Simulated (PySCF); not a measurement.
**Worked example: oscillator strength and radiative lifetime**

In(F)(Cl)(Me) (CH3ClFIn), SMILES [CH3][In]([Cl])[F].

The structure is a stationary point at PBE-D3(BJ)/def2-SVP. The def2 effective core potentials stand for the cores of In; spin–orbit coupling is left out.

TDDFT-B3LYP/def2-SVPD (PySCF) puts the first singlet state with f over 0.02 at 5.22 eV (vertical), with the transition dipole (0.473, 0.052, 0.242) in atomic units.

Q: Find the oscillator strength, the wavelength and the radiative lifetime that this transition would have in vacuum if emission retraced absorption.

A: 
|μ|² = 0.2850 au, so |μ| = 1.36 D. ΔE = 5.22/27.211 = 0.1918 hartree. f = (2/3) ΔE |μ|² = 0.036 (the program prints 0.036).
λ = 1239.84/5.22 = 238 nm; ν = 42102 cm⁻¹.
Einstein's coefficient A = 0.6670 ν² f s⁻¹ (ν in cm⁻¹) = 4.3e7 s⁻¹, so τ = 1/A = 23 ns. This state is S1. The figure is the radiative limit of this one transition; relaxation, internal conversion, crossing to triplets and a medium change what is measured.
